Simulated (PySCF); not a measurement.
AlBH3, BH3N (calculated)

All values are calculated (PySCF 2.14.0). Calculation on a computer-drawn molecule: vertical ionisation energy to the stated ion spin, frozen-core CCSD(T) at the basis limit and cheaper methods, single-reference cases, UHF for radicals, no spin-orbit; all values are single points at the evaluated structure, the first of each entry, which is the reference or a displaced copy of it and isn't optimised; the reference structure only sets the zero of the energies above reference; triples share is (T) over the correlation energy.

Common to all runs: charge 0; multiplicity 2; ion multiplicity 1; diffuse functions no; reference is the Hartree-Fock double-zeta minimum; best is HF at quadruple zeta + MP2 correlation extrapolated from triple and quadruple zeta + CCSD(T) minus MP2 at triple zeta; basis step is the size of the change from the same recipe one zeta lower.

(1) 
```xyz
5
formula=AlBH3 basis=cc-pV(n+d)Z ionisation_energy_best=7.577 ionisation_energy_basis_step=0.02765 energy_above_reference_best=3.845 energy_above_reference_basis_step=0.1042 total_energy_HF_triple_zeta=-268.2772 total_energy_CCSD(T)_triple_zeta=-268.4785 total_energy_best=-268.5003 T1_diagnostic_at_triple_zeta=0.03518 D1_diagnostic_at_triple_zeta=0.1291 spin_squared_at_triple_zeta=0.8101 ion_T1_diagnostic_at_triple_zeta=0.01328 ion_D1_diagnostic_at_triple_zeta=0.02954 triples_share_at_triple_zeta=0.03141 basis_functions_triple_zeta=111 dipole_magnitude_HF_at_triple_zeta=0.5077 dipole_magnitude_CCSD_unrelaxed_at_triple_zeta=0.7164 dipole_magnitude_PBE_at_triple_zeta=1.147 dipole_magnitude_r2SCAN_at_triple_zeta=1.043 dipole_magnitude_B3LYP_at_triple_zeta=0.964 dipole_magnitude_wB97X_at_triple_zeta=0.6357
B     -0.8564    -1.2447     2.7051
Al    -0.4831    -0.3209     0.9108
H     -0.4349    -0.8135     3.7298
H     -1.6009    -2.1825     2.8535
H      0.7771    -0.7702    -0.2475
```

Units: ionisation_energy_best, ionisation_energy_basis_step in eV; energy_above_reference_best, energy_above_reference_basis_step in kcal/mol; total_energy_HF_triple_zeta, total_energy_CCSD(T)_triple_zeta, total_energy_best in hartree; dipole_magnitude_HF_at_triple_zeta, dipole_magnitude_CCSD_unrelaxed_at_triple_zeta, dipole_magnitude_PBE_at_triple_zeta, dipole_magnitude_r2SCAN_at_triple_zeta, dipole_magnitude_B3LYP_at_triple_zeta, dipole_magnitude_wB97X_at_triple_zeta in debye.

Reference structure:
```xyz
5
AlBH3
B     -0.8330    -1.2906     2.6810
Al    -0.4471    -0.3787     0.7969
H     -0.4109    -0.8188     3.7046
H     -1.5915    -2.2192     2.7845
H      0.7411    -0.7220    -0.2052
```

Drawn bonds:
```tsv
atom	other atom	order
1	2	1
1	3	1
1	4	1
2	5	1
```

Triple zeta:
```tsv
method	ionisation energy (eV)	energy above reference (kcal/mol)
HF	7.218	4.894
PBE	7.757	2.813
r2SCAN	7.86	3.331
B3LYP	7.709	3.596
wB97X	7.547	3.854
MP2	7.431	4.487
CCSD	7.513	4.011
CCSD(T)	7.551	3.889
```

(2) 
```xyz
5
formula=AlBH3 basis=cc-pV(n+d)Z ionisation_energy_best=7.476 ionisation_energy_basis_step=0.03008 energy_above_reference_best=10.14 energy_above_reference_basis_step=0.1379 total_energy_HF_triple_zeta=-268.2676 total_energy_CCSD(T)_triple_zeta=-268.4686 total_energy_best=-268.4902 T1_diagnostic_at_triple_zeta=0.03526 D1_diagnostic_at_triple_zeta=0.127 spin_squared_at_triple_zeta=0.8258 ion_T1_diagnostic_at_triple_zeta=0.01277 ion_D1_diagnostic_at_triple_zeta=0.02638 triples_share_at_triple_zeta=0.03201 basis_functions_triple_zeta=111 dipole_magnitude_HF_at_triple_zeta=0.4919 dipole_magnitude_CCSD_unrelaxed_at_triple_zeta=0.8004 dipole_magnitude_PBE_at_triple_zeta=1.246 dipole_magnitude_r2SCAN_at_triple_zeta=1.15 dipole_magnitude_B3LYP_at_triple_zeta=1.047 dipole_magnitude_wB97X_at_triple_zeta=0.6837
B     -0.8494    -1.3219     2.6690
Al    -0.4313    -0.3544     0.7968
H     -0.2468    -0.6713     3.7484
H     -1.6308    -2.1586     2.7043
H      0.8145    -0.7639    -0.1401
```

Units: ionisation_energy_best, ionisation_energy_basis_step in eV; energy_above_reference_best, energy_above_reference_basis_step in kcal/mol; total_energy_HF_triple_zeta, total_energy_CCSD(T)_triple_zeta, total_energy_best in hartree; dipole_magnitude_HF_at_triple_zeta, dipole_magnitude_CCSD_unrelaxed_at_triple_zeta, dipole_magnitude_PBE_at_triple_zeta, dipole_magnitude_r2SCAN_at_triple_zeta, dipole_magnitude_B3LYP_at_triple_zeta, dipole_magnitude_wB97X_at_triple_zeta in debye.

Reference structure:
```xyz
5
AlBH3
B     -0.8330    -1.2906     2.6810
Al    -0.4471    -0.3787     0.7969
H     -0.4109    -0.8188     3.7046
H     -1.5915    -2.2192     2.7845
H      0.7411    -0.7220    -0.2052
```

Drawn bonds:
```tsv
atom	other atom	order
1	2	1
1	3	1
1	4	1
2	5	1
```

Triple zeta:
```tsv
method	ionisation energy (eV)	energy above reference (kcal/mol)
HF	7.126	10.94
PBE	7.646	9.248
r2SCAN	7.753	9.997
B3LYP	7.601	10.16
wB97X	7.451	10.35
MP2	7.326	10.91
CCSD	7.414	10.29
CCSD(T)	7.45	10.09
```

(3) 
```xyz
5
formula=AlBH3 basis=cc-pV(n+d)Z ionisation_energy_best=7.483 ionisation_energy_basis_step=0.03004 energy_above_reference_best=12.07 energy_above_reference_basis_step=0.1482 total_energy_HF_triple_zeta=-268.2642 total_energy_CCSD(T)_triple_zeta=-268.4656 total_energy_best=-268.4872 T1_diagnostic_at_triple_zeta=0.0353 D1_diagnostic_at_triple_zeta=0.1269 spin_squared_at_triple_zeta=0.8257 ion_T1_diagnostic_at_triple_zeta=0.01291 ion_D1_diagnostic_at_triple_zeta=0.02659 triples_share_at_triple_zeta=0.03217 basis_functions_triple_zeta=111 dipole_magnitude_HF_at_triple_zeta=0.5414 dipole_magnitude_CCSD_unrelaxed_at_triple_zeta=0.8368 dipole_magnitude_PBE_at_triple_zeta=1.276 dipole_magnitude_r2SCAN_at_triple_zeta=1.184 dipole_magnitude_B3LYP_at_triple_zeta=1.083 dipole_magnitude_wB97X_at_triple_zeta=0.7247
B     -0.8494    -1.3219     2.6690
Al    -0.4313    -0.3544     0.7968
H     -0.2347    -0.6583     3.7700
H     -1.6308    -2.1586     2.7043
H      0.8145    -0.7639    -0.1401
```

Units: ionisation_energy_best, ionisation_energy_basis_step in eV; energy_above_reference_best, energy_above_reference_basis_step in kcal/mol; total_energy_HF_triple_zeta, total_energy_CCSD(T)_triple_zeta, total_energy_best in hartree; dipole_magnitude_HF_at_triple_zeta, dipole_magnitude_CCSD_unrelaxed_at_triple_zeta, dipole_magnitude_PBE_at_triple_zeta, dipole_magnitude_r2SCAN_at_triple_zeta, dipole_magnitude_B3LYP_at_triple_zeta, dipole_magnitude_wB97X_at_triple_zeta in debye.

Reference structure:
```xyz
5
AlBH3
B     -0.8330    -1.2906     2.6810
Al    -0.4471    -0.3787     0.7969
H     -0.4109    -0.8188     3.7046
H     -1.5915    -2.2192     2.7845
H      0.7411    -0.7220    -0.2052
```

Drawn bonds:
```tsv
atom	other atom	order
1	2	1
1	3	1
1	4	1
2	5	1
```

Triple zeta:
```tsv
method	ionisation energy (eV)	energy above reference (kcal/mol)
HF	7.136	13.02
PBE	7.652	11.05
r2SCAN	7.759	11.91
B3LYP	7.607	12.1
wB97X	7.458	12.33
MP2	7.333	12.94
CCSD	7.421	12.22
CCSD(T)	7.457	12.01
```

(4) 
```xyz
5
formula=BH3N basis=cc-pVnZ
B     -0.1972     0.5084     1.8422
N     -0.0746     1.8559     1.7854
H     -0.9552    -0.1188     1.2826
H     -0.6326     2.4731     1.2596
H      0.6047     2.4196     2.4253
```

Reference structure:
```xyz
5
BH3N
B     -0.1584     0.5136     1.8779
N     -0.0751     1.8891     1.8093
H     -0.9122    -0.1486     1.2202
H     -0.6437     2.4435     1.1988
H      0.5586     2.4269     2.3640
```

Drawn bonds:
```tsv
atom	other atom	order
1	2	1
1	3	1
2	4	1
2	5	1
```

(5) 
```xyz
5
formula=BH3N basis=cc-pVnZ
B     -0.1569     0.5167     1.8742
N     -0.0743     1.8837     1.8022
H     -0.9123    -0.1469     1.2195
H     -0.6394     2.4439     1.2006
H      0.5585     2.4238     2.3643
```

Reference structure:
```xyz
5
BH3N
B     -0.1584     0.5136     1.8779
N     -0.0751     1.8891     1.8093
H     -0.9122    -0.1486     1.2202
H     -0.6437     2.4435     1.1988
H      0.5586     2.4269     2.3640
```

Drawn bonds:
```tsv
atom	other atom	order
1	2	1
1	3	1
2	4	1
2	5	1
```

Question: Give the missing total energy best for BH3N (entry 4).
Answer: -81.2462 hartree

Question: Give the missing D1 diagnostic at triple zeta for BH3N (entry 4).
Answer: 0.04352

Question: BH3N (entry 4): dipole magnitude B3LYP at triple zeta?
Answer: 2.355 debye

Question: BH3N (entry 4): dipole magnitude PBE at triple zeta?
Answer: 2.45 debye

Question: What dipole magnitude B3LYP at triple zeta does the calculation give for BH3N (entry 5)?
Answer: 2.327 debye

Question: Estimate the D1 diagnostic at triple zeta of BH3N (entry 5).
Answer: 0.0437

Question: Give the table of triple zeta values for BH3N (entry 5).
Answer: 
Triple zeta:
```tsv
method	ionisation energy (eV)	energy above reference (kcal/mol)
HF	7.77	0.04664
PBE	8.119	0.0757
r2SCAN	8.259	0.04303
B3LYP	8.176	0.03348
wB97X	8.015	0.05316
MP2	7.992	0.09065
CCSD	8.027	0.08433
CCSD(T)	8.026	0.1046
```

Further results for BH3N (entry 4):

```
ionisation energy best                         : 7.919 eV
ionisation energy basis step                   : 0.02537 eV
energy above reference best                    : 5.094 kcal/mol
energy above reference basis step              : 0.02975 kcal/mol
total energy HF triple zeta                    : -80.8760 hartree
total energy CCSD(T) triple zeta               : -81.2047 hartree
T1 diagnostic at triple zeta                   : 0.01405
spin squared at triple zeta                    : 0.7566
ion T1 diagnostic at triple zeta               : 0.01534
ion D1 diagnostic at triple zeta               : 0.03946
triples share at triple zeta                   : 0.03539
basis functions triple zeta                    : 102
dipole magnitude HF at triple zeta             : 2.164 debye
dipole magnitude CCSD unrelaxed at triple zeta : 2.369 debye
dipole magnitude r2SCAN at triple zeta         : 2.38 debye
dipole magnitude wB97X at triple zeta          : 2.36 debye
```

Triple zeta:
```tsv
method	ionisation energy (eV)	energy above reference (kcal/mol)
HF	7.568	6.193
PBE	7.957	4.603
r2SCAN	8.086	4.874
B3LYP	8.005	4.669
wB97X	7.837	5.247
MP2	7.812	5.208
CCSD	7.855	5.297
CCSD(T)	7.856	5.227
```

Further results for BH3N (entry 5):

```
ionisation energy best                         : 8.087 eV
ionisation energy basis step                   : 0.02698 eV
energy above reference best                    : 0.06752 kcal/mol
energy above reference basis step              : 0.0383 kcal/mol
total energy HF triple zeta                    : -80.8857 hartree
total energy CCSD(T) triple zeta               : -81.2128 hartree
total energy best                              : -81.2542 hartree
T1 diagnostic at triple zeta                   : 0.01408
spin squared at triple zeta                    : 0.7563
ion T1 diagnostic at triple zeta               : 0.01583
ion D1 diagnostic at triple zeta               : 0.04095
triples share at triple zeta                   : 0.03512
basis functions triple zeta                    : 102
dipole magnitude HF at triple zeta             : 2.108 debye
dipole magnitude CCSD unrelaxed at triple zeta : 2.326 debye
dipole magnitude PBE at triple zeta            : 2.431 debye
dipole magnitude r2SCAN at triple zeta         : 2.359 debye
dipole magnitude wB97X at triple zeta          : 2.322 debye
```
